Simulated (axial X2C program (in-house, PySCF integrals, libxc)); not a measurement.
## Estimating the spin–orbit splitting of the π levels of SrO

Computed with an in-house all-electron X2C program for linear molecules (integrals from PySCF). Spin-free means the one-electron spin-free X2C Hamiltonian; two-component (2c) means X2C with spin–orbit coupling and atomic mean-field two-electron Coulomb and Gaunt terms, so the difference of the two also holds small scalar two-electron terms. Basis: Sr dyall-cv3z [13s12p8d5f1g], O dyall-av3z [7s6p3d2f] (cores contracted in-house); Gaussian nuclei, density fitting, unrestricted open shells. Masses: Sr 87.906 u, O 15.995 u.

Hartree–Fock at 1.896 Å, closed shell. Valence p splittings ε(p3/2) − ε(p1/2) of spherical Dirac–Hartree–Fock atoms with fractionally filled p shells: O 2p 0.038 eV.

| filled π level (eV), spin-free | Sr p share | O p share |
| --- | --- | --- |
| -7.77 | 0.02 | 0.81 |

**Question.** In first order a p shell splits by 3ζ/2 and a π orbital by ζ. Estimate the splitting of each π level from the shares.

**Answer.** level -7.77 eV: (2/3) × (0.81 × 0.038) = 0.02 eV.

The two-component Hartree–Fock calculation gives:

| ε(ω = 1/2) (eV) | σ share of it | ε(ω = 3/2) (eV) | splitting (eV) | estimate (eV) |
| --- | --- | --- | --- | --- |
| -7.795 | 0.00 | -7.762 | 0.03 | 0.02 |

The estimate leaves out the mixing of π1/2 with σ1/2 levels, which pushes the ω = 1/2 spinor up or down, the d and f parts of the orbital, small shares of the strongly split outer-core p shell of a metal, the Gaunt term (absent from the atomic values), and the change of the atomic p orbitals with charge; Löwdin shares depend on the basis.
